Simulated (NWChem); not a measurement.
System: CH₆GeMg; SMILES [CH3][Mg][GeH3]

Computed with NWChem. All runs use the structure optimised with B3LYP/6-31G* (spherical d).

For level Hartree-Fock/cc-pVTZ:

* **dipole (D)**: 1.42

### Question
What are these values for level Hartree-Fock/cc-pVDZ?

### Answer
| Property | Value |
|---|---|
| dipole (D) | 1.53 |
